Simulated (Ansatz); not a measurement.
Frontier orbitals of `O=C=[N][Al]([Cl])[Cl]`.

Total charge 0; spin multiplicity 1. The structure was optimised at the PBE0-D4/def2-TZVP level. It is one conformer, not always the lowest. Basis def2-TZVPP, Ansatz 0.2.0.

```tsv
functional	HOMO (eV)	LUMO (eV)	gap (eV)
PBE	-7.63	-2.07	5.56
r2SCAN	-7.96	-1.74	6.22
PBE0	-9.05	-1.28	7.77
LC-ωPBE	-11.78	0.81	12.59
ωB97M-V	-11.28	0.46	11.74
HF	-12.44	1.70	14.14
```

Against PBE, PBE0 changes HOMO and LUMO by −1.43 and +0.79 eV, ωB97M-V by −3.65 and +2.53 eV. A gap of 5.56 eV thus becomes 11.74 eV for the same molecule, so an orbital gap means little without its functional. A positive LUMO is unbound and depends on the basis.

LC-ωPBE has ω = 0.4 bohr⁻¹.
